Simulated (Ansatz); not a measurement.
`[F][Sn][SH]` + HCl → `[SH][Sn][Cl]` + H–F at 298.15 K and 1 bar (ligand exchange at the Sn–F bond).

Gas-phase electronic energies from Ansatz, PBE0-D4/def2-TZVP geometries. CCSD(T)/CBS adds triple-zeta CCSD(T) − MP2 to the extrapolated MP2 energy (def2 sets, frozen cores). This one scheme is used for every species. Elements past krypton have def2 core potentials. For Sn outer-core shells are correlated without core-valence functions, which leaves a few kJ/mol of doubt a bond. One conformer a species, not always the lowest.

```tsv
species	CCSD(T)/CBS energy (Eh)	H − E (kJ/mol)	S (J/(mol·K))
`[F][Sn][SH]`	-712.27458	42.5	307.5
HCl	-460.38127	26.6	186.8
`[SH][Sn][Cl]`	-1072.27294	41.6	319.0
H–F	-100.39570	33.5	173.6
```

H − E and S are ideal-gas, rigid-rotor, harmonic terms from PBE0-D4/def2-TZVP, for one conformer and one mirror image of each species. 1 Eh = 2625.50 kJ/mol, R = 8.31446 J/(mol·K).

By hand: ΔE, ΔH, ΔS and ΔG.

ΔE = (-1072.27294) + (-100.39570) − (-712.27458) − (-460.38127) = -0.01279 Eh = -33.6 kJ/mol. Δ(H − E) = 41.6 + 33.5 − 42.5 − 26.6 = 6.0, so ΔH = -27.6 kJ/mol. ΔS = 319.0 + 173.6 − 307.5 − 186.8 = -1.7 J/(mol·K). ΔG = -27.6 − 298.15 × (-1.7)/1000 = -27.1 kJ/mol.

By hand: the equilibrium constant, and the temperature at which ΔG would vanish if ΔH and ΔS stayed fixed.

log₁₀ K = −ΔG/(RT ln 10) = 4.7. ΔG = 0 at ΔH/ΔS = 16235 K, far beyond where these terms or the molecules hold.

The number of gas molecules stays the same, so ΔS is small and ΔH decides. A doubt of 5 kJ/mol in ΔE shifts log₁₀ K by 0.9 here. Other conformers and mirror images would add mixing entropy, several J/(mol·K) or more a flexible species. These are equilibria of isolated gas molecules and say nothing of rates. Largest T1 diagnostic: 0.016 (customary marks: 0.02 for closed shells, 0.045 for open ones).
